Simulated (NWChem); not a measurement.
Molecule: C4H7N; SMILES C#C[C@@H](C)N

```xyz
12

C     -0.0095     2.2451    -0.1301
C      0.0116     1.0420     0.0847
C      0.0364    -0.4001     0.3699
C     -1.2258    -1.0941    -0.1689
N      1.2249    -1.0102    -0.2463
H     -0.0308     3.3072    -0.3290
H      0.0164    -0.4940     1.4893
H     -2.1422    -0.6482     0.2631
H     -1.2602    -1.0029    -1.2716
H     -1.2074    -2.1720     0.0939
H      1.2916    -1.9872     0.0696
H      2.0705    -0.5413     0.1037
```
Atoms are numbered in this order, from 1.

Computed with NWChem. The geometry was optimised at PBE-D3(BJ)/def2-SVP. Level: M06-2X/def2-SVP with SMD (1 M gas to 1 M solution), gas-phase geometry.

**Question.** Order these by “solvation free energy (kcal/mol)”, lowest first: ethanol; diethyl ether; water.

**Answer.** ethanol (-6.6), diethyl ether (-5.7), water (-4.8)
